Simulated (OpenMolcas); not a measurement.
Nd3+.

```yaml
Program: OpenMolcas
Method: CASSCF
Basis: ANO-R1 [7s5p3d2f]
Scalar_Hamiltonian: X2C, finite nucleus
Active_space: 3 electrons in 7 orbitals (4f)
State_averaging: 2S+1 = 4 odd, 35 roots; 2S+1 = 2 odd, 112 roots (105 in the spin-orbit step)
Spin-orbit_coupling: RASSI with atomic mean-field integrals over the reference wave functions, term energies averaged over their components
```

Levels without dynamic correlation, in cm⁻¹ above 4f³ ⁴I°_9/2:

```csv
Level,E
4f³ ²H°_9/2(1),16111
4f³ ⁴F°_3/2,15973
4f³ ⁴S°_3/2,18009
4f³ ²G°_7/2(1),22294
4f³ ⁴G°_5/2,24218
4f³ ²K°_13/2,24390
```

On this reference, MS-CASPT2, IPEA 0.25 Eh, imaginary shift 0.1 Eh (closed shells correlated: 5s 5p) puts 4f³ ²H°_9/2(1) at 14520 cm⁻¹.

Q: Estimate the other levels at that method by one scale factor, and say how well it serves.

A: The factor is 14520 / 16111 = 0.901. Scaled values beside those that MS-CASPT2 gives and measured ones (the list in Arab et al., J. Quant. Spectrosc. Radiat. Transfer 229, 145 (2019) and Gaigalas et al. (2019), from Wyart et al. (2007)):
```tsv
Level	Scaled	MS-CASPT2	Miss (%)	Measured
4f³ ⁴F°_3/2	14392	14410	-0.1	11698
4f³ ⁴S°_3/2	16226	16760	-3.2	13792
4f³ ²G°_7/2(1)	20087	20450	-1.8	17655
4f³ ⁴G°_5/2	21820	22170	-1.6	17707
4f³ ²K°_13/2	21975	23050	-4.7	20005
```
For these levels the scaled values miss MS-CASPT2 by up to 4.7 %, as correlation changes each term by its own factor, spin-orbit parts do not scale and CASPT2 has its own spread within terms. This holds within one configuration; levels of others move differently, and the target method has errors of its own against measurement.

Term energies are means over components that CASPT2 splits; among the terms shown or strongly mixed into the levels shown the widest spread is 420 cm-1 (4f³ ⁴I°, MS-CASPT2). High states are left out of the spin-orbit mixing, which shifts the levels that they would mix with. The basis is small and was not contracted for so high a charge. Without dynamic correlation excited terms often stand tens of per cent too high (terms of higher spin than the ground term too low), and those without a measured partner can miss by more than the paired ones (holds for CASSCF). Blocks of more than 70 roots (2S+1 = 2 odd) ran without multistate coupling (holds for MS-CASPT2). Some terms miss by over 15 % even with CASPT2, which points to a basis or an active space too small for the shells correlated (holds for MS-CASPT2). Computed and measured levels are paired by configuration, term and J; levels that our copy of the source lacks, or whose pairing is in doubt (as where it misses far off the trend of its configuration), stay unpaired and out of the deviations. Only configurations of the active space appear.

A number in round brackets counts repeated terms of one configuration in the order of the reference energies. ° marks odd parity.
